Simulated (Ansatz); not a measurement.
A run for Ansatz (a quantum-chemistry and plane-wave program): R-wB97M-V/def2-TZVPPD on HF (SMILES F). Files ending in .json are basis or fitting sets from the Basis Set Exchange.

Ansatz 0.2 input:
```yaml
crystal:
  periodic: [false, false, false]
  atoms:
    - {symbol: F, position_ang: [0.28764885, -0.34802433, 3.87962579]}
    - {symbol: H, position_ang: [0.09128515, -0.35689835, 2.96177547]}
basis:
  gaussian:
    orbitals: def2-TZVPPD.json
hamiltonian:
  xc: {name: wB97M-V}
scf: {lower_state_search: off}
```

The log:

```
WARN ansatz: RAYON_NUM_THREADS=1 ignored (pool sized by the plan → 1); use --threads N
Functional definition: wB97M-V
these checks for a lower state are left out or cut short: stability, starts, cluster_reference, orbital_swaps, neighbouring_geometries, increment
integrals: 0.01 GiB planned
256 factors; their error is unknown
integrals: 0.04 GiB planned
78 factors; integrals over basis functions are off by at most 2.6e-5 eV
mean field: 0.11 GiB planned
mean field evaluation 1: about -2732.4469 eV, gradient 2.9e1 eV
mean field evaluation 2: about -2732.3187 eV, gradient 3.4e1 eV
mean field evaluation 4: about -2733.7370 eV, gradient 2.6e-1 eV
mean field evaluation 8: about -2733.7428 eV, gradient 9.6e-3 eV
mean field -2733.74275537 eV, -100.4631932626 hartree, gradient 9.4e-7 eV, S^2 0.000000; 0 other end points of the search recorded, 0 dependent functions left out
reference -2733.74280016 eV, -100.4631949086 hartree; 5, 5 occupied and 52, 52 virtual orbitals, 256 factors
Total energy: -2733.74280016 eV, -100.4631949086 hartree
Checks for a lower state left out: stability, starts, cluster_reference, orbital_swaps, neighbouring_geometries, increment
```

Self-consistency was reached.

Cost: roughly 0.4 core-seconds.
